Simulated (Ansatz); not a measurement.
Reactions of CH3BN2 (`BN=C=N`).

Program: Ansatz. Geometries: PBE0-D4/def2-TZVP. ΔE: electronic, gas phase. CBS: MP2 limit from def2 TZ/QZ plus the TZ coupled-cluster correction, frozen cores. This one scheme is used for every species, atoms too. DFT in def2-TZVPP. B3LYP here is the variant with VWN-RPA as its local correlation; programs differ in this. Open shells (•) are unrestricted, without spin–orbit coupling. Spin–orbit coupling would lower the free atoms: a little for B, C. Elements past krypton have def2 core potentials. Bonds to Se, Te are less sure, by a few kJ/mol each and by 10 to 20 or more in all where they break to atoms, as the def2 sets lack core-valence functions. Scalar relativity is left out up to krypton. Each species was taken in one conformer, which may not be the lowest.

| reaction | CCSD(T)/CBS(def2) (kJ/mol) |
| --- | --- |
| `BN=C=N` + `NC[TeH]` → `BNC[TeH]` + `N=C=N` | -46 |
| `BN=C=N` + `N=C([SiH3])S` → `BSC(=N)[SiH3]` + `N=C=N` | ? |
| `BN=C=N` + `NB(O)Cl` → `BOB(N)Cl` + `N=C=N` | ? |
| `BN=C=N` → `NB1C=N1` | -32 |
| `BN=C=N` + `CNCF` → `BN(C)CF` + `N=C=N` | -31 |
| `BN=C=N` + `C=C(N)O` → `BOC(=C)N` + `N=C=N` | -11 |
| `BN=C=N` → B• + C• + 3 H• + 2 N• | 2824 |
| `BN=C=N` + H₂Se → `B[SeH]` + `N=C=N` | 20 |

Q: Fill in the missing values. (Estimate.)

A: Computed: `BN=C=N` + `N=C([SiH3])S` → `BSC(=N)[SiH3]` + `N=C=N`: +15.7 kJ/mol; `BN=C=N` + `NB(O)Cl` → `BOB(N)Cl` + `N=C=N`: -5.6 kJ/mol.

Largest T1 diagnostic: 0.017, for `N=C=N`.
